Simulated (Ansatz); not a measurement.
CH$_{5}$N, charge +1, doublet, geometry from GFN2-xTB (a state made from the parent by changing its charge; the spin is typed, not shown lowest), atoms displaced at random by about 0.08 Å a coordinate; Ansatz (an electronic-structure program) with PBE/6-31G, gradient.

Input for Ansatz:
Ansatz 0.2 input:
```yaml
crystal:
  periodic: [false, false, false]
  atoms:
    - {symbol: C, position_ang: [-0.62351008, -0.00748829, -0.07245298]}
    - {symbol: N, position_ang: [0.66856843, -0.09207060, -0.00829644]}
    - {symbol: H, position_ang: [-1.27122372, -0.62879894, -0.51996397]}
    - {symbol: H, position_ang: [-1.04541628, 1.28612226, -0.39930931]}
    - {symbol: H, position_ang: [-1.19544683, 0.39706148, 1.09890468]}
    - {symbol: H, position_ang: [1.01896858, -0.95952240, -0.38032613]}
    - {symbol: H, position_ang: [1.18570228, 0.77216371, 0.40499306]}
basis:
  gaussian:
    orbitals: 6-31G
hamiltonian:
  xc: pbe
total_charge: 1
magnetization: {spin_polarized: true, initial_magnetization: 1}
output: {forces: true}
```

Question: Write the output that Ansatz gives for this input, abridged.

Answer: 
```
Functional definition: PBE
419 factors; integrals over basis functions are off by at most 2.3e-4 eV
mean field evaluation 1: about -2576.7571 eV, gradient 5.9e1 eV
mean field evaluation 2: about -2539.4352 eV, gradient 9.3e1 eV
mean field evaluation 4: about -2592.6467 eV, gradient 1.4e1 eV
mean field evaluation 8: about -2593.5913 eV, gradient 1.2e-1 eV
mean field evaluation 16: about -2593.5914 eV, gradient 1.8e-5 eV
mean field -2593.59142108 eV, -95.3127267251 hartree, gradient 1.8e-5 eV, S^2 0.756557; 0 other end points of the search recorded, 0 dependent functions left out
the calculation of the forces begins
reference -2593.59143818 eV, -95.3127273539 hartree; 9, 8 occupied and 19, 20 virtual orbitals, 419 factors
Total energy: -2593.59143818 eV, -95.3127273539 hartree
Atom 0 at    -0.623510    -0.007488    -0.072453 Å, force    -4.399563     8.158972     3.971388 eV/Å
Atom 1 at     0.668568    -0.092071    -0.008296 Å, force     2.557201     1.592708     0.807170 eV/Å
Atom 2 at    -1.271224    -0.628799    -0.519964 Å, force    -1.991365    -3.106018    -1.884520 eV/Å
Atom 3 at    -1.045416     1.286122    -0.399309 Å, force     0.984607    -2.788556     0.341736 eV/Å
Atom 4 at    -1.195447     0.397061     1.098905 Å, force     1.217687    -1.136859    -2.218487 eV/Å
Atom 5 at     1.018969    -0.959522    -0.380326 Å, force     1.746314    -0.361223    -0.117110 eV/Å
Atom 6 at     1.185702     0.772164     0.404993 Å, force    -0.114881    -2.359024    -0.900177 eV/Å
Dipole moment:     0.034073     0.137256     0.070089 e Å
```
